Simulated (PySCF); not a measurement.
SeCl₃, SMILES Cl[Se+](Cl)Cl, charge +1.

Coordinates come from a ωB97X-D3(BJ)/def2-SVP optimisation. The spin state was assumed, not searched. The isomer is the one that the SMILES or the coordinates give; other isomers of the formula were not compared.

Level of theory: PBE/def2-TZVPD (PySCF).

Gas-phase values at a fixed geometry.

The total energy comes out as -3780.98508 hartree and the point group is C3v. The highest occupied level is -13.83 eV, the lowest empty level comes out as -9.64 eV and the orbital gap comes out as 4.19 eV. The dipole moment about the centre of nuclear charge is 0.62 D and the mean static polarisability is 67.5 bohr³ (10.01 Å³). The polarisability, principal values comes out as 49.1, 76.7, 76.7 bohr³.
